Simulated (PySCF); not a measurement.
Electronic structure of Zn²⁺ (zinc, charge +2) at the UHF level

Configuration: [Ar] 3d10, closed-shell 1S. Computed with PySCF 2.14 in x2c-SVPall, with the spin-free X2C one-electron Hamiltonian (Gaussian nucleus).

```
Total energy                        : -1793.035973 hartree
One-electron energy                 : -2481.8689 hartree
Hartree (Coulomb) energy            : 759.0237 hartree
Exchange energy                     : -70.1908 hartree
⟨S²⟩                                : 0.0000
⟨L²⟩                                : 0.000
Sum of ⟨r⟩                          : 16.05 bohr
Sum of ⟨r²⟩                         : 14.84 bohr²
Langevin diamagnetic susceptibility : -11.8 ×10⁻⁶ cm³/mol
Time after the integrals            : 0.07 s of wall time on 1 thread of Neoverse-V2 (shared host)
```

```tsv
shell	electrons	mean orbital energy (hartree)	rms radius, mean of both spins (bohr)
1s	2	-358.27025	0.0581
2s	2	-46.06566	0.245
2p	6	-39.88632	0.219
3s	2	-6.55381	0.733
3p	6	-4.64238	0.777
3d	10	-1.52514	0.986
```

Densities and radii are taken from the X2C orbitals without a picture-change correction, which distorts them close to the nucleus.
